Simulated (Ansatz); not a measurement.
`[CH3][Al]1[N]=C[SiH2]1` → `[AlH2][NH]C#C[SiH3]`  (isomerisation)

Gas-phase electronic energies from Ansatz, PBE0-D4/def2-TZVP geometries. CCSD(T)/CBS is the MP2 limit (def2-TZVPP, def2-QZVPP) plus CCSD(T) − MP2 in def2-TZVPP, frozen cores. Functionals use def2-TZVPP. B3LYP here is the variant with VWN-RPA as its local correlation; programs differ in this.

| level | ΔE (eV) |
| --- | --- |
| B3LYP-D4 | 0.29 |
| PBE | 0.62 |

What does CCSD(T)/CBS give? (An estimate is asked.)

The calculation gave: +0.39 eV. The listed levels differ from it by -0.10, 0.23 eV.

Largest T1 diagnostic among the species: 0.014.

In def2-TZVPP, CCSD(T) changes the Hartree–Fock value by +0.43 eV (the triples alone add +0.06 eV) and MP2 by +0.30 eV.
